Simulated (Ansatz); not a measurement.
Geometry optimisation, Ansatz 0.2.0, RKS PBE0-D4/def2-SVP.

The input (input.yaml):

```yaml
crystal:
  periodic: [false, false, false]
  atoms:
    - { symbol: Sn, position_ang: [0.0, 0.0, 0.0] }
    - { symbol: H, position_ang: [0.0, 0.0, 2.09] }
    - { symbol: Cl, position_ang: [2.2726, 0.0, -0.8025] }
    - { symbol: Cl, position_ang: [-1.1351, 1.9666, -0.8025] }
    - { symbol: H, position_ang: [-0.8195, -1.4198, -0.5794] }
    - { symbol: O, position_ang: [1.1853, 1.7874, 0.7126] }
    - { symbol: Si, position_ang: [2.558, 1.7106, 1.678] }
    - { symbol: H, position_ang: [3.0381, 0.3329, 1.7339] }
    - { symbol: H, position_ang: [3.5987, 2.5654, 1.1143] }
    - { symbol: H, position_ang: [2.2319, 2.1666, 3.0261] }
    - { symbol: H, position_ang: [0.588, 0.8867, 1.9402] }
basis:
  gaussian: { orbitals: def2-SVP }
hamiltonian:
  xc: pbe0
  dispersion: d4
relax:
  f_tol: 0.15
  max_steps: 25
  restrain:
    - { distance: [0, 5], at: 1.96, k: 30.0 }
    - { distance: [10, 1], at: 0.66, k: 30.0 }
    - { distance: [0, 1], at: 2.94, k: 30.0 }
    - { distance: [10, 5], at: 2.21, k: 30.0 }
```

Run as:

```bash
$ ansatz run input.yaml --threads 4 --pin off --max-ram 5120MiB --backend cpu --events-out ev --progress --plain --runs-dir out
```

Question: Where does it end, and by what steps?

Answer: It converged. The restraints hold the end off the free minimum. After 18 steps the energy has fallen by 3.639 eV (the restraints' own energy left out); H11 moved furthest, 1.33 Å. Joined: H2–H11 (1.07 → 0.72 Å).

```csv
step,energy less start (eV),largest force component (eV/Å),accepted
0,0.0000,3.275,yes
1,-0.6154,2.125,yes
2,-1.1548,2.259,yes
3,-2.0876,2.115,yes
4,-2.7281,1.797,yes
5,-3.1127,1.179,yes
6,-3.3389,1.240,yes
7,-3.4852,1.559,yes
8,-3.5367,0.765,yes
9,-3.5415,1.303,yes
10,-3.5611,1.404,yes
11,-3.5989,1.030,yes
12,-3.6083,1.374,yes
13,-3.6204,1.521,yes
14,-3.6529,1.304,no
15,-3.6367,1.361,yes
16,-3.6368,1.606,yes
17,-3.6459,1.608,no
18,-3.6390,1.672,yes
```

```xyz
11
Properties=species:S:1:pos:R:3
Sn 0.476 0.248 -0.196
H -1.253 0.219 2.186
Cl 2.217 0.071 -1.746
Cl -0.991 1.875 -0.986
H -0.280 -1.245 0.055
O 1.337 0.966 1.412
Si 2.822 1.686 1.682
H 3.909 0.660 1.689
H 3.128 2.710 0.637
H 2.752 2.342 3.019
H -0.600 0.465 2.360
```

The run took 45 s on 4 threads of Arm Neoverse V2, with other jobs on the host, peak memory 0.37 GiB.
